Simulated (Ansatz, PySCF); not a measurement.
CrF3, SMILES [F][Cr]([F])[F] (connectivity only; charge and spin as stated), neutral, multiplicity 4. Atoms are numbered in the order given.

```xyz
4

Cr     0.0000     0.0000     0.0000
F     -1.7127     0.0000     0.0000
F      0.8563     1.4832     0.0000
F      0.8563    -1.4832     0.0000
```
Charge 0, spin multiplicity 4.

Geometry optimised at TPSSh-D3(BJ)/def2-SVP. The spin state was assumed, not searched.

Two levels are set side by side: PBE-D3(BJ)/def2-SVP (Ansatz, a quantum-chemistry and plane-wave program) and TPSSh-D3(BJ)/def2-SVP (PySCF). Each level has its own optimised geometry; the coordinates shown are those of the second. Frequencies come from the Hessian of PySCF at each geometry. Differences are taken from unrounded values.

| quantity | TPSSh-D3(BJ) |
|---|---|
| mean bond length (Å) | 1.713 |
| bond Cr1–F2 (Å) | 1.713 |
| bond Cr1–F3 (Å) | 1.713 |
| bond Cr1–F4 (Å) | 1.713 |
| highest harmonic wavenumber (cm⁻¹) | 794 |
| mean harmonic wavenumber (cm⁻¹) | 441 |
| zero-point energy (kcal/mol) | 3.78 |

What does PBE-D3(BJ) give, and how far is it from TPSSh-D3(BJ)? (An estimate is asked for; the answer gives what the named calculation found.)


```tsv
quantity	PBE-D3(BJ)	PBE-D3(BJ) minus TPSSh-D3(BJ)
mean bond length (Å)	1.718	0.005
bond Cr1–F2 (Å)	1.718	0.005
bond Cr1–F3 (Å)	1.718	0.005
bond Cr1–F4 (Å)	1.718	0.005
highest harmonic wavenumber (cm⁻¹)	783	-12
mean harmonic wavenumber (cm⁻¹)	454	13
zero-point energy (kcal/mol)	3.89	0.11
```

GGA bonds tend to be longer and softer than those of functionals with exact exchange. Differences between two approximate levels are no errors against the true value.
